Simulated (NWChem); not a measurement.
## isocyanic acid (CHNO) in NWChem

```xyz
4

N      1.1600    -0.0732     0.0000
C     -0.0468     0.0195     0.0000
O     -1.2104    -0.0341     0.0000
H      1.8440     0.6681     0.0000
```
Charge 0, spin multiplicity 1.

The numbers come from NWChem runs, not from measurements. Structure: optimised with PBE0/def2-SVP, a minimum by its harmonic frequencies.

Symmetry labels belong to the abelian group Cs used in the runs, with the axes of the coordinates shown.

Task: List the lowest 4 singlet excitations that TD-CAM-B3LYP/aug-cc-pVDZ gives, with oscillator strengths.

Result: 
| state | symmetry | energy (eV) | wavelength (nm) | f |
|---|---|---|---|---|
| 1 | a" | 6.56 | 189 | 0.001 |
| 2 | a" | 7.19 | 172 | 0.013 |
| 3 | a' | 7.67 | 162 | 0.010 |
| 4 | a' | 7.82 | 159 | 0.014 |
